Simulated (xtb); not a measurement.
trifluoromethane (CHF$_{3}$), singlet, geometry from GFN2-xTB; GFN2-xTB (xtb 6.7.1).

The xtb input:
```
$ xtb mol.xyz --gfn 2 --opt --json

# file mol.xyz
5

C      0.00184574     0.00147866     0.33702587
H      0.00789083     0.00632154     1.44084271
F      0.02727377     1.24268325    -0.13386700
F      1.06198689    -0.64643979    -0.13124532
F     -1.09136790    -0.59793163    -0.11966522
```

Question: Write the output that xtb gives for this input, abridged.

Answer: 
```
   ID    Z sym.   atoms
    1    6 C      1
    2    1 H      2
    3    9 F      3-5

           -------------------------------------------------
          |                Calculation Setup                |
           -------------------------------------------------

           -------------------------------------------------
          |                 G F N 2 - x T B                 |
           -------------------------------------------------

          ...................................................
          :                      SETUP                      :
          :.................................................:
          :  # basis functions                  17          :
          :  # atomic orbitals                  17          :
          :  # shells                            9          :
          :  # electrons                        26          :
          :  max. iterations                   250          :
          :  Hamiltonian                  GFN2-xTB          :
          :  restarted?                      false          :
          :  GBSA solvation                  false          :
          :  PC potential                    false          :
          :  electronic temp.          300.0000000     K    :
          :  accuracy                    1.0000000          :
          :  -> integral cutoff          0.2500000E+02      :
          :  -> integral neglect         0.1000000E-07      :
          :  -> SCF convergence          0.1000000E-05 Eh   :
          :  -> wf. convergence          0.1000000E-03 e    :
          :  Broyden damping             0.4000000          :
          :  net charge                          0          :
          :  unpaired electrons                  0          :
          ...................................................

 iter      E             dE          RMSdq      gap      omega  full diag
   1    -16.8504643 -0.168505E+02  0.581E+00   16.54       0.0  T
   2    -16.8955926 -0.451283E-01  0.295E+00   15.83       1.0  T
   3    -16.8965201 -0.927473E-03  0.144E+00   16.00       1.0  T
   4    -16.8967546 -0.234500E-03  0.122E-01   16.03       1.0  T
   5    -16.8967561 -0.151355E-05  0.226E-02   16.04       2.0  T
   6    -16.8967562 -0.150785E-06  0.358E-03   16.04      12.5  T
   7    -16.8967562 -0.139448E-07  0.330E-04   16.04     135.5  T
   8    -16.8967562 -0.733849E-10  0.136E-04   16.04     328.3  T

   *** convergence criteria satisfied after 8 iterations ***

         :::::::::::::::::::::::::::::::::::::::::::::::::::::
         ::                     SUMMARY                     ::
         :::::::::::::::::::::::::::::::::::::::::::::::::::::
         :: total energy             -16.846246525721 Eh    ::
         :: gradient norm              0.000002372541 Eh/a0 ::
         :: HOMO-LUMO gap             16.040857810091 eV    ::
         ::.................................................::
         :: SCC energy               -16.896756204597 Eh    ::
         :: -> isotropic ES            0.040245544501 Eh    ::
         :: -> anisotropic ES          0.003350772507 Eh    ::
         :: -> anisotropic XC         -0.019999251132 Eh    ::
         :: -> dispersion             -0.001246883487 Eh    ::
         :: repulsion energy           0.050509678876 Eh    ::
         :: add. restraining           0.000000000000 Eh    ::
         :: total charge               0.000000000000 e     ::
         :::::::::::::::::::::::::::::::::::::::::::::::::::::

      -----------------------------------------------------------
     |                   =====================                   |
     |                        A N C O P T                        |
     |                   =====================                   |
     |               Approximate Normal Coordinate               |
     |                Rational Function Optimizer                |
      -----------------------------------------------------------
      -----------------------------------------------------------
     |                   =====================                   |
     |                        A N C O P T                        |
     |                   =====================                   |
     |               Approximate Normal Coordinate               |
     |                Rational Function Optimizer                |
      -----------------------------------------------------------

          ...................................................
          :                      SETUP                      :
          :.................................................:
          :   optimization level            normal          :
          :   max. optcycles                   200          :
          :   ANC micro-cycles                  20          :
          :   degrees of freedom                 9          :
          :.................................................:
          :   RF solver                   davidson          :
          :   write xtbopt.log                true          :
          :   linear?                        false          :
          :   energy convergence         0.5000000E-05 Eh   :
          :   grad. convergence          0.1000000E-02 Eh/α :
          :   maxmium RF displ.          1.0000000          :
          :   Hlow (freq-cutoff)         0.1000000E-01      :
          :   Hmax (freq-cutoff)         5.0000000          :
          :   S6 in model hess.         20.0000000          :
          ...................................................

generating ANC from exact Hessian ...
Using Lindh-Hessian (1995)
 Shifting diagonal of input Hessian by    0.0000000000000000
 Lowest  eigenvalues of input Hessian
    0.000000    0.000000    0.000000    0.000000    0.000000    0.000000
    0.164610    0.164610    0.225473    0.275921    0.275921    0.657244
    1.417525    1.805677    1.805677
 Highest eigenvalues
    0.275921    0.275921    0.657244    1.417525    1.805677    1.805677

[...]
 * total energy  :   -16.8462465 Eh     change       -0.2930278E-10 Eh
   *** GEOMETRY OPTIMIZATION CONVERGED AFTER 1 ITERATIONS ***
[...]
          :  GBSA solvation                  false          :
          :  PC potential                    false          :
          :  electronic temp.          300.0000000     K    :
          :  accuracy                    1.0000000          :
          :  -> integral cutoff          0.2500000E+02      :
          :  -> integral neglect         0.1000000E-07      :
          :  -> SCF convergence          0.1000000E-05 Eh   :
          :  -> wf. convergence          0.1000000E-03 e    :
          :  Broyden damping             0.4000000          :
          :  net charge                          0          :
          :  unpaired electrons                  0          :
          ...................................................

 iter      E             dE          RMSdq      gap      omega  full diag
   1    -16.8967562 -0.168968E+02  0.211E-07   16.04       0.0  T
   2    -16.8967562 -0.142109E-13  0.128E-07   16.04  100000.0  T
   3    -16.8967562  0.710543E-14  0.325E-08   16.04  100000.0  T

   *** convergence criteria satisfied after 3 iterations ***

         :::::::::::::::::::::::::::::::::::::::::::::::::::::
         ::                     SUMMARY                     ::
         :::::::::::::::::::::::::::::::::::::::::::::::::::::
         :: total energy             -16.846246525751 Eh    ::
         :: gradient norm              0.000002469893 Eh/a0 ::
         :: HOMO-LUMO gap             16.040840873238 eV    ::
         ::.................................................::
         :: SCC energy               -16.896756204627 Eh    ::
         :: -> isotropic ES            0.040244017017 Eh    ::
         :: -> anisotropic ES          0.003350838624 Eh    ::
         :: -> anisotropic XC         -0.019999451534 Eh    ::
         :: -> dispersion             -0.001246881527 Eh    ::
         :: repulsion energy           0.050509678876 Eh    ::
         :: add. restraining           0.000000000000 Eh    ::
         :: total charge              -0.000000000000 e     ::
         :::::::::::::::::::::::::::::::::::::::::::::::::::::

           -------------------------------------------------
          |                Property Printout                |
           -------------------------------------------------

    * Orbital Energies and Occupations

         #    Occupation            Energy/Eh            Energy/eV
      -------------------------------------------------------------
         1        2.0000           -0.9025716             -24.5602
         2        2.0000           -0.8905343             -24.2327
         3        2.0000           -0.8905343             -24.2327
         4        2.0000           -0.6958570             -18.9352
         5        2.0000           -0.6577304             -17.8978
         6        2.0000           -0.6431351             -17.5006
         7        2.0000           -0.6431351             -17.5006
         8        2.0000           -0.5679058             -15.4535
         9        2.0000           -0.5679058             -15.4535
        10        2.0000           -0.5553117             -15.1108
        11        2.0000           -0.5549855             -15.1019
        12        2.0000           -0.5549855             -15.1019
        13        2.0000           -0.5247370             -14.2788 (HOMO)
        14                          0.0647531               1.7620 (LUMO)
        15                          0.0711043               1.9348
        16                          0.0711043               1.9348
        17                          0.1196600               3.2561
      -------------------------------------------------------------
                  HL-Gap            0.5894901 Eh           16.0408 eV
             Fermi-level           -0.2299919 Eh           -6.2584 eV

     #   Z          covCN         q      C6AA      α(0)
     1   6 C        3.275     0.468    18.276     6.886
     2   1 H        0.923     0.085     1.929     2.172
     3   9 F        0.789    -0.184    11.074     3.931
     4   9 F        0.789    -0.184    11.074     3.931
     5   9 F        0.789    -0.184    11.074     3.931

 Mol. C6AA /au·bohr⁶  :        240.696949
 Mol. C8AA /au·bohr⁸  :       4694.551335
 Mol. α(0) /au        :         20.851238

Wiberg/Mayer (AO) data.
largest (>0.10) Wiberg bond orders for each atom

 ---------------------------------------------------------------------------
     #   Z sym  total        # sym  WBO       # sym  WBO       # sym  WBO
 ---------------------------------------------------------------------------
     1   6 C    3.846 --     4 F    0.972     5 F    0.972     3 F    0.972
                             2 H    0.928
     2   1 H    0.993 --     1 C    0.928
     3   9 F    1.090 --     1 C    0.972
     4   9 F    1.090 --     1 C    0.972
     5   9 F    1.090 --     1 C    0.972
 ---------------------------------------------------------------------------

Topologies differ in total number of bonds
Writing topology from bond orders to xtbtopo.mol

molecular dipole:
                 x           y           z       tot (Debye)
 q only:        0.004       0.003       0.663
   full:        0.005       0.004       0.837       2.127
molecular quadrupole (traceless):
                xx          xy          yy          xz          yz          zz
 q only:       -1.157       0.000      -1.157       0.019       0.015       2.314
  q+dip:       -2.226       0.000      -2.226       0.037       0.029       4.452
   full:       -1.928       0.000      -1.928       0.032       0.025       3.855

optimized geometry written to: xtbopt.xyz

           -------------------------------------------------
          | TOTAL ENERGY              -16.846246525751 Eh   |
          | GRADIENT NORM               0.000002469893 Eh/α |
          | HOMO-LUMO GAP              16.040840873238 eV   |
           -------------------------------------------------

normal termination of xtb
```
